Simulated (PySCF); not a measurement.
Cartesian coordinates in Å; atom numbers follow the order of the lines, from 1:
```xyz
23

Al    0.6754    1.3096    0.8139
C     2.5224    0.6833    0.9862
H     3.1191    1.3247    1.6546
H     3.0275    0.6734    0.0048
H     2.5740   -0.3479    1.3739
C     0.0369    3.0408    1.4456
H    -0.8710    2.9286    2.0614
H    -0.2440    3.6840    0.5940
H     0.7868    3.5862    2.0401
O    -0.5129    0.3476    0.0595
C    -0.7573   -0.8661   -0.5985
C     0.5078   -1.3582   -1.3020
C    -1.2179   -1.8908    0.4374
C    -1.8628   -0.6165   -1.6229
H     0.3243   -2.2971   -1.8460
H     0.8572   -0.6067   -2.0277
H     1.3152   -1.5374   -0.5754
H    -0.4258   -2.0623    1.1833
H    -1.4649   -2.8566   -0.0295
H    -2.1094   -1.5175    0.9631
H    -1.5358    0.1409   -2.3512
H    -2.7630   -0.2362   -1.1180
H    -2.1245   -1.5360   -2.1685
```

Theoretical values (PySCF 2.14.0 with density-fitted response routines): PBE0-D3(BJ)/def2-SVP geometry, NMR shieldings at B3LYP/pcSseg-1 (pcSseg-2 on Al)/GIAO. Non-relativistic, averaged over atoms made equivalent by symmetry, fast rotation or ring inversion, no solvent model, one conformer.

Scale: 13C (179.24 ppm), 1H (31.38 ppm) vs TMS; 27Al (571.15 ppm) against [Al(H2O)6]3+; 17O (334.04 ppm) against H2O (reference shieldings calculated alike).

| atoms | nucleus | count | δ (ppm) |
| --- | --- | --- | --- |
| Al1 | 27Al | 1 | 226.5 |
| C2/C6 | 13C | 2 | -10.5 |
| C11 | 13C | 1 | 71.2 |
| C12/C13/C14 | 13C | 3 | 35.8 |
| H3/H4/H5/H7/H8/H9 | 1H | 6 | -0.44 |
| O10 | 17O | 1 | ? |
| H15/H16/H17/H18/H19/H20/H21/H22/H23 | 1H | 9 | ? |

Q: Fill in the missing shifts.

A: 
- H15/H16/H17/H18/H19/H20/H21/H22/H23: 1.21 ppm, hydrogen on a carbon bonded to C
- O10: 158.0 ppm, oxygen bonded to C, Al

Shifts are as computed, not scaled to solution data. Of 1309 compounds with measured shifts, 239 miss one by over three times the rms of a fit or turn the order of signals round; such compounds aren't used in these exercises. Experimental scales use liquid or dissolved standards, which lie at an offset from isolated H2O (liquid H2O: subtract about 36 ppm).
